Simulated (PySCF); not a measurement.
C4H11NSSi (charge -1 and doublet state).
Structure used (GFN2-xTB), in Å, numbered top down from 1:
```
atom  x, y, z in Å
C1    -1.1133    0.8752   -1.6866
Si2   -0.5723   -0.4587   -0.4297
C3    -2.2251   -0.7101    0.5493
C4     0.6325    0.1094    0.9316
C5     1.9276    0.3542    0.2390
N6     3.1019    0.4297    1.0416
S7     1.9681   -0.2882   -1.3615
H8    -1.4332    1.7804   -1.1765
H9    -0.3109    1.1365   -2.3652
H10   -1.9532    0.5131   -2.2740
H11   -0.4251   -1.8064   -1.0082
H12   -2.1669   -1.5508    1.2356
H13   -3.0435   -0.9108   -0.1369
H14   -2.5000    0.1645    1.1328
H15    0.2857    1.0019    1.4724
H16    0.7273   -0.6797    1.7014
H17    3.9132    0.4086    0.4308
H18    3.1786   -0.3621    1.6924
```

The hyperfine couplings belong to this conformer and change with its torsions.

The species is `C[SiH](C)C[C](N)[S-]` [radical] (charge -1).

Level of theory: PySCF, UKS B3LYP, pcH-1 on C H N S Si, non-relativistic, mean-field spin-orbit, GIAO. Whether the extra electron is bound in the gas phase wasn't checked; a finite basis holds it in any case. The geometry wasn't refined by DFT: couplings that depend on bond lengths, twists or pyramidal angles can differ widely from those at the functional's own minimum, by a factor of two or more for some ions and for spin on atoms past the first row. No stability test was run, so a lower SCF solution isn't excluded.

(1) The isotropic 13C couplings are +175.8, -3.9 MHz. Assign them to C4; C5.

## Answers

(1) 
```
site  a_iso (MHz)  ρ(0) (bohr⁻³)                 position  distance from C5 (Å)  spin population  largest |T| (MHz)
  C4         -3.9        -0.0034           1 bond from C5                  1.49            -0.06                2.9
  C5       +175.8        +0.1561  largest spin population                  0.00            +0.65              124.5
```

ρ(0) is the spin density at the nucleus and T the dipolar tensor; a_iso includes a spin–orbit part; entries for several nuclei are means. Largest spin populations (Mulliken): C5 (+0.65), S7 (+0.22), H18 (+0.08) and H16 (+0.07). The angles at C5 add up to 352.2°, so it is slightly pyramidal.

Class means assume fast exchange of nuclei equivalent by connectivity; if that motion is slow, each nucleus keeps its own coupling. The 1H value of +44.9 MHz is a mean of couplings from -2.9 to 92.7 MHz in this one geometry, not an average over conformers. The 1H value of +57.5 MHz is a mean of couplings from 51.0 to 64.1 MHz in this one geometry, not an average over conformers.
